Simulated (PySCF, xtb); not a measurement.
C₂H₇S, SMILES C(C)[SH2+], charge +1.

Harmonic wavenumbers (cm⁻¹) from GFN2-xTB in xtb at its own minimum, in rising order: 180, 256, 307, 616, 677, 772, 825, 993, 1055, 1088, 1101, 1193, 1231, 1403, 1421, 1463, 1467, 2278, 2284, 3007, 3010, 3046, 3052, 3055.

Task: What does r2SCAN-D4/def2-SVP in PySCF give at its own minimum? (The exact figures need the calculation; the answer reports its results.)

Result: 204, 276, 307, 553, 674, 793, 835, 966, 1098, 1121, 1177, 1269, 1297, 1392, 1438, 1457, 1462, 2610, 2632, 3048, 3077, 3144, 3151, 3166. Paired by order, the mean absolute difference is 66 cm⁻¹ and the zero-point energies are 51.2 and 53.1 kcal/mol.
